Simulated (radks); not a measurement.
Re, configuration [Xe] 4f14 5d5 6s2 (the NIST ground configuration).

Method: scalar-relativistic Kohn-Sham, PBE, spin-polarised, spherical densities, finite nucleus; open shells are filled with parallel spins first (spin-orbit coupling, left out, can overturn this in heavy ions); Fermi nuclear charge, rms radius 5.3698 fm; hard spherical wall at 8 bohr; computed with a radial shooting solver on a logarithmic mesh with Libxc functionals.

Energy parts (hartree):
part                       energy
total                 -16689.5661
kinetic                18436.0681
electron-nucleus      -41308.9465
Hartree                 6513.8236
exchange-correlation    -330.5113

Orbitals (lengths in bohr, moments of r in powers of bohr):
orbital,occ.,eigenvalue (hartree),<1/r>
1s down,1,-2632.565,88.72
1s up,1,-2632.565,88.72
2s up,1,-456.4477,20.76
2s down,1,-456.4392,20.76
2p up,3,-398.4320,18.75
2p down,3,-398.4252,18.75
3s up,1,-105.6574,7.691
3s down,1,-105.6549,7.691
3p up,3,-88.54215,7.086
3p down,3,-88.53929,7.086
3d up,5,-69.11318,6.690
3d down,5,-69.10751,6.690
4s up,1,-22.03112,3.274
4s down,1,-22.02347,3.273
4p up,3,-16.41506,2.971
4p down,3,-16.40800,2.971
4d up,5,-9.36169,2.647
4d down,5,-9.35333,2.648
5s up,1,-3.14176,1.288
5s down,1,-3.06717,1.300
5p up,3,-1.74949,1.083
5p down,3,-1.65169,1.096
4f up,7,-1.53718,2.159
4f down,7,-1.52055,2.168
6s up,1,-0.23511,0.4271
5d up,5,-0.22869,0.6944
6s down,1,-0.17001,0.3958
5d down,0,-0.11940,0.6679
6p up,0,-0.04036,0.3174
6p down,0,-0.00538,0.2949
7s up,0,0.13971,0.2692
7s down,0,0.16744,0.2759
5f up,0,0.25854,0.2151
5f down,0,0.27324,0.2080

The highest occupied level is 6s down at -4.626 eV. Summed over all electrons, <r^2> = 66.62 bohr^2, which gives a Langevin (diamagnetic) susceptibility term of -52.8 x 10^-6 cm^3/mol. The electron density at the nucleus is 1.649e+06 e/bohr^3 (large components only). The pressure on the wall is 0.165 GPa. The density falls to 0.001 e/bohr^3 at r = 4.68 bohr. Spin moment in Bohr magnetons: 5.
